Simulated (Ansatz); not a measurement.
BrH3NOSi (`N[Si](O)Br`) radical, charge 0, multiplicity 2.

(1) Give a relaxed structure at PBE0-D4/def2-TZVP (the Gaussian-basis code of Ansatz). (An estimate is asked.)

Answers

(1) Ansatz gave: 
```xyz
7

N     1.127   -0.012   -0.470
Si   -0.501    0.366   -0.160
O    -0.677    0.092    1.451
Br   -1.767   -0.981   -1.447
H     1.844    0.248    0.189
H     1.472   -0.104   -1.410
H    -1.498    0.391    1.847
```
